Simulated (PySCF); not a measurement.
# Frontier orbitals and the lowest excitations

Species: Te(OMe)4, C4H12O4Te.
Cartesian coordinates in Å at the PBE0-D3(BJ)/def2-SVP level; atoms count from 1:
```xyz
21
C4H12O4Te angstrom
Te    -0.5447   -0.6196    0.1562
O     -0.0531   -0.3455    2.1200
C      0.5303   -1.4521    2.7336
H      0.0761   -1.6210    3.7255
H      1.6197   -1.3169    2.8797
H      0.4030   -2.3981    2.1580
O     -1.1118   -0.3733   -1.7739
C     -0.4544   -1.1373   -2.7376
H     -0.2044   -2.1646   -2.3903
H      0.4903   -0.6670   -3.0655
H     -1.1095   -1.2511   -3.6181
O      1.1528    0.1934   -0.4233
C      2.0329    0.8542    0.4575
H      2.1935    1.8818    0.0919
H      3.0029    0.3294    0.4744
H      1.6322    0.9038    1.4825
O     -1.6383    0.9426    0.5201
C     -1.9791    1.8685   -0.4904
H     -1.0960    2.2135   -1.0509
H     -2.4329    2.7236    0.0336
H     -2.6964    1.4517   -1.2126
```

Method used: TDDFT CAM-B3LYP/def2-SVPD, vertical, gas phase, core orbitals frozen in the response, def2 core potentials past Kr in PySCF. Spin–orbit coupling is left out.

Kohn–Sham orbitals with the atoms that hold most of them (Löwdin shares over 4%, at most four atoms; ? is withheld):

```tsv
orbital	ε (eV)	atoms
HOMO-3	-9.69	O17 40%, O12 15%, C18 12%, H21 7%
HOMO-2	-9.29	O2 42%, O7 17%, C3 10%, O12 5%
HOMO-1	-9.16	?
HOMO	-8.61	O7 32%, O2 26%, Te1 18%, C8 4%
LUMO	-0.63	?
LUMO+1	0.33	Te1 56%, O17 8%, O12 8%, O2 5%
LUMO+2	0.92	Te1 61%, O7 6%, O2 5%, C3 4%
```

(1) Give the leading atoms of the HOMO-1.

(2) Which atoms hold the LUMO, and with what shares?

(3) The HOMO–LUMO gap is 7.98 eV. Where does the response calculation put the lowest singlet, and from which orbitals?

(4) One configuration dominates each of S1, S2 and S3. Which, and how do the shares of the two leading atoms of either orbital change from the occupied to the empty one?

Answers

(1) O7 (bonded to C and Te) 39%; O2 (bonded to C and Te) 19%; C8 (bonded to O and 3 H) 10%; O12 (bonded to C and Te) 7%. By element: oxygen 65% or more, carbon 10% or more.

(2) Te1 (bonded to 4 O) 56%; O12 (bonded to C and Te) 12%; O17 (bonded to C and Te) 11%; O2 (bonded to C and Te) 6%. By element: tellurium 56%, oxygen 28% or more.

(3) S1 is at 4.64 eV (f = 0.017), 3.34 eV below the gap, made of HOMO→LUMO (97%). 

(4) 
- S1 (4.64 eV, f 0.017), HOMO→LUMO (97%): O7 32% → at most 6%, O2 26% → 6%, Te1 18% → 56%, O12 at most 5% → 12%
- S2 (5.25 eV, f 0.0091), HOMO-1→LUMO (92%): O7 39% → at most 6%, O2 19% → 6%, Te1 at most 8% → 56%, O12 7% → 12%
- S3 (5.44 eV, f 0.011), HOMO-2→LUMO (85%): O2 42% → 6%, O7 17% → at most 6%, Te1 at most 6% → 56%, O12 5% → 12%

Löwdin shares depend on the basis, the more so with diffuse functions.

Hardware: Intel Xeon at 2.50 GHz, one thread, on a shared host. Cost: 7.1 min wall (grids of density and orbitals included), 1.8 GiB resident at most.

One conformer stands for the species.
